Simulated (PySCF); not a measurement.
C2H4Cl, doublet, at a GFN2-xTB geometry; R2SCAN/STO-3G run with PySCF.

Here is a job for PySCF.
```python
from pyscf import gto, scf, dft

mol = gto.Mole()
mol.atom = '''
    C     0.046773    0.704712   -0.204543
    C     1.515152    0.668228   -0.062843
    Cl   -0.860444   -0.685773    0.147169
    H    -0.450456    1.441492   -0.808442
    H     1.902369    1.683393    0.001158
    H     1.804676    0.114343    0.829105
    H     1.999405    0.181265   -0.919381
'''
mol.basis = 'sto-3g'
mol.charge = 0
mol.spin = 1
mol.verbose = 4
mol.build()

mf = dft.UKS(mol)
mf.xc = 'r2scan'
mf.grids.atom_grid = (99, 590)
mf.grids.prune = None
mf.kernel()
```

Problem. What does PySCF print? Leave out banner, timings and long lists.

Solution. 
```
PySCF version 2.14.0

[INPUT] verbose = 4
[INPUT] num. atoms = 7
[INPUT] num. electrons = 33
[INPUT] charge = 0
[INPUT] spin (= nelec alpha-beta = 2S) = 1
[INPUT] symmetry False subgroup None
[INPUT] Mole.unit = angstrom
[INPUT] Symbol           X                Y                Z      unit          X                Y                Z       unit  Magmom
[INPUT]  1 C      0.046773000000   0.704712000000  -0.204543000000 AA    0.088388160024   1.331712676694  -0.386530250697 Bohr   0.0
[INPUT]  2 C      1.515152000000   0.668228000000  -0.062843000000 AA    2.863222317087   1.262767908766  -0.118756058846 Bohr   0.0
[INPUT]  3 Cl    -0.860444000000  -0.685773000000   0.147169000000 AA   -1.626003505525  -1.295923153621   0.278109104026 Bohr   0.0
[INPUT]  4 H     -0.450456000000   1.441492000000  -0.808442000000 AA   -0.851238471167   2.724025090752  -1.527733967596 Bohr   0.0
[INPUT]  5 H      1.902369000000   1.683393000000   0.001158000000 AA    3.594956397863   3.181151730010   0.002188302852 Bohr   0.0
[INPUT]  6 H      1.804676000000   0.114343000000   0.829105000000 AA    3.410343383576   0.216076954261   1.566781378508 Bohr   0.0
[INPUT]  7 H      1.999405000000   0.181265000000  -0.919381000000 AA    3.778327862086   0.342541205969  -1.737378294129 Bohr   0.0

nuclear repulsion = 95.6930647835924
number of shells = 15
number of NR pGTOs = 69
number of NR cGTOs = 23
basis = sto-3g
ecp = {}

******** <class 'pyscf.dft.uks.UKS'> ********
method = UKS
initial guess = minao
damping factor = 0
level_shift factor = 0
DIIS = <class 'pyscf.scf.diis.CDIIS'>
diis_start_cycle = 1
diis_space = 8
diis_damp = 0
SCF conv_tol = 1e-09
SCF conv_tol_grad = None
SCF max_cycles = 50
direct_scf = True
direct_scf_tol = 1e-13
number electrons alpha = 17  beta = 16
XC library pyscf.dft.libxc version 7.1.2
    S. Lehtola, C. Steigemann, M. J. T. Oliveira, and M. A. L. Marques,  SoftwareX 7, 1–5 (2018)
XC functionals = r2scan
    J. W. Furness, A. D. Kaplan, J. Ning, J. P. Perdew, and J. Sun,  J. Phys. Chem. Lett. 11, 8208–8215 (2020)
    J. W. Furness, A. D. Kaplan, J. Ning, J. P. Perdew, and J. Sun,  J. Phys. Chem. Lett. 11, 9248–9248 (2020)
    J. W. Furness, A. D. Kaplan, J. Ning, J. P. Perdew, and J. Sun,  J. Phys. Chem. Lett. 11, 8208–8215 (2020)
    J. W. Furness, A. D. Kaplan, J. Ning, J. P. Perdew, and J. Sun,  J. Phys. Chem. Lett. 11, 9248–9248 (2020)
radial grids:
    Treutler-Ahlrichs [JCP 102, 346 (1995); DOI:10.1063/1.469408] (M4) radial grids

becke partition: Becke, JCP 88, 2547 (1988); DOI:10.1063/1.454033
pruning grids: None
grids dens level: 3
symmetrized grids: False
atomic radii adjust function: <function treutler_atomic_radii_adjust>
User specified grid scheme (99, 590)
small_rho_cutoff = 0
Set gradient conv threshold to 3.16228e-05
tot grids = 408872
init E= -532.603739429969

cycle= 1 E= -532.731634415209  delta_E= -0.128  |g|= 0.107  |ddm|= 2.33
cycle= 2 E= -532.737540165521  delta_E= -0.00591  |g|= 0.0874  |ddm|= 0.377
cycle= 3 E= -532.743391265395  delta_E= -0.00585  |g|= 0.0196  |ddm|= 0.172
cycle= 4 E= -532.74366912913  delta_E= -0.000278  |g|= 0.00525  |ddm|= 0.0343
cycle= 5 E= -532.743696801349  delta_E= -2.77e-05  |g|= 0.00231  |ddm|= 0.013
cycle= 6 E= -532.743701428471  delta_E= -4.63e-06  |g|= 0.000584  |ddm|= 0.00533
cycle= 7 E= -532.743701799273  delta_E= -3.71e-07  |g|= 8.21e-05  |ddm|= 0.00144
cycle= 8 E= -532.743701808497  delta_E= -9.22e-09  |g|= 2.17e-05  |ddm|= 0.000219
cycle= 9 E= -532.743701809339  delta_E= -8.42e-10  |g|= 4.71e-06  |ddm|= 7.63e-05
Extra cycle  E= -532.743701809368  delta_E= -2.89e-11  |g|= 2.09e-06  |ddm|= 1.31e-05
converged SCF energy = -532.743701809368  <S^2> = 0.7552833  2S+1 = 2.0052763
```
